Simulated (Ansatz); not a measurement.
Job for Ansatz (a program for electronic structure): U-CCSD(T)/def2-TZVPP on TaC, 2S+1 = 4, a spin state set in the input, which need not be the lowest, a point of a bond scan (R = 1.769 Å). Elements past Kr take the def2 small-core potentials; no spin–orbit coupling.

Ansatz 0.2 input:
```yaml
crystal:
  periodic: [false, false, false]
  atoms:
    - {symbol: Ta, position_ang: [0.00000000, 0.00000000, 0.00000000]}
    - {symbol: C, position_ang: [0.00000000, 0.00000000, 1.76870500]}
basis:
  gaussian:
    orbitals: def2-TZVPP
    pivot_positions_ang: [[0.00000000, 0.00000000, 0.00000000], [0.00000000, 0.00000000, 1.76870500]]
magnetization: {spin_polarized: true, initial_magnetization: 3}
correlation: {method: ccsd_t, electrons: valence}
output: {orbitals: {seedname: ./end}}
```

Give the final energy of this run.

-94.5436 hartree (reference determinant -94.0497, T1 diagnostic 0.067). Its determinant has ⟨S²⟩ = 4.29, a mixture of spin states.

How many basis functions does it have, and what does it roughly cost on one machine?

87 functions; very roughly 60 core-seconds.
